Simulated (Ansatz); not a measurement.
A nudged elastic band was laid between two geometries of a periodic cell of 17 atoms, Be16B (host Be, host structure hcp, interstitial B).

Theory: DFT PBE, scalar-relativistic, plane waves, PAW (Ansatz 0.2.0). Settings: cutoff 420 eV, k mesh 5x5x3, gaussian smearing 0.1 eV, no spin polarisation.

| Property | Result |
| --- | --- |
| movable images | 7 |
| climbing image | yes |
| spring | 5.0 eV/Å² |
| optimiser | quadratic models (default) |
| start path | IDPP |
| force threshold | 0.05 eV/Å |
| iteration limit | 13 |
| end points | relaxed |

Image 0:

```xyz
17
Lattice="-2.2900 -3.9664 0.0000 3.4350 -1.9832 0.0000 0.0000 0.0000 7.1769" Properties=species:S:1:pos:R:3
Be -0.087 -3.997 -0.107
Be 0.245 -2.827 1.790
Be 0.233 -3.927 3.548
Be 0.145 -2.674 5.449
Be -1.293 -2.226 0.359
Be 2.421 -2.922 1.942
Be -0.788 -1.915 3.836
Be 2.329 -2.639 5.419
Be 1.215 -2.016 0.073
Be 0.928 -0.287 1.677
Be 1.339 -1.907 3.539
Be 1.178 -0.678 5.312
Be -0.070 -0.180 -0.087
Be 0.403 -5.057 1.583
Be 0.098 0.096 3.578
Be 1.277 -4.647 5.477
B -1.582 -2.526 2.375
```

Image 8:

```xyz
17
Lattice="-2.2900 -3.9664 0.0000 3.4350 -1.9832 0.0000 0.0000 0.0000 7.1769" Properties=species:S:1:pos:R:3
Be 0.079 -4.187 0.043
Be -0.440 -2.647 1.915
Be -0.024 -3.874 3.701
Be 0.029 -2.664 5.456
Be -1.182 -2.118 0.010
Be 2.595 -2.622 1.647
Be -1.027 -1.831 3.677
Be 2.302 -2.682 5.349
Be 1.173 -2.187 0.051
Be 1.430 -0.781 1.804
Be 1.207 -2.027 3.519
Be 1.244 -0.775 5.321
Be 0.117 -0.343 -0.246
Be 1.141 -3.769 2.010
Be 0.131 0.254 3.226
Be 1.226 -4.734 5.288
B -2.047 -3.315 1.214
```

**Question.** What changes between the two ends?

**Answer.** Contacts lost: Be7–B17, Be13–Be14. Contacts made: Be7–Be14, Be13–B17. The atom that moves furthest is Be14, by 1.54 Å.

**Question.** Give the energies along the band, and the barrier.

**Answer.** The run ended unconverged. The highest image is number 4 of 0 to 8, 1.08 eV above the ends, which have the same energy within 2 meV. The band didn't meet its force threshold, so its energies are provisional: the largest band force was still 0.16 eV/Å, and over the last iterations the top moved between 1.08 and 1.12 eV. Limits of this set-up: coarse k mesh.

```csv
image,path coordinate (Å),energy (eV),Be7–B17 (Å),Be13–Be14 (Å),Be7–Be14 (Å)
0,0.00,0.00,1.77,2.10,3.38
1,0.49,0.07,1.77,2.08,3.27
2,0.97,0.37,1.80,2.15,2.99
3,1.46,0.85,1.89,2.27,2.66
4,1.94,1.08,2.01,2.36,2.39
5,2.61,1.03,2.51,2.47,2.31
6,3.28,0.78,2.79,2.84,2.20
7,3.95,0.18,2.99,3.21,2.07
8,4.63,0.00,3.05,3.39,2.09
```

Run time: 12 min on 1 thread of Intel(R) Xeon(R) Platinum 8488C (Sapphire Rapids), on a shared host, peak memory 0.89 GiB.
